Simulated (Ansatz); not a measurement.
Basis-set extrapolation for C2H7NOSi (`CC(=O)[SiH2]N`) (PBE0-D4/def2-TZVP geometry, frozen core, Ansatz). Multiplicity 1, RHF reference.

```
                      def2-TZVPP   def2-QZVPP
                 HF  -498.174652  -498.193911
    MP2 correlation    -0.896822    -0.961527
CCSD(T) correlation    -0.975625      not run
```

Energies in hartree. Use E(X) = E(∞) + A·exp(−7.88·√X) for Hartree–Fock and E(X) = E(∞) + B·X^(−2.97) for correlation, with X = 3 and 4, and add CCSD(T) minus MP2 of the smaller set to the MP2 limit.

**Question.** What is the CCSD(T) energy at the basis-set limit?

**Answer.** HF limit: -498.193911 + (-0.019259) × 0.13774 = -498.19656. MP2 limit: -0.961527 + (-0.064705) × 0.74074 = -1.00946. Higher-order term: -0.975625 − (-0.896822) = -0.07880. Total: -499.28482 hartree, 353.2 kJ/mol below CCSD(T)/def2-TZVPP.
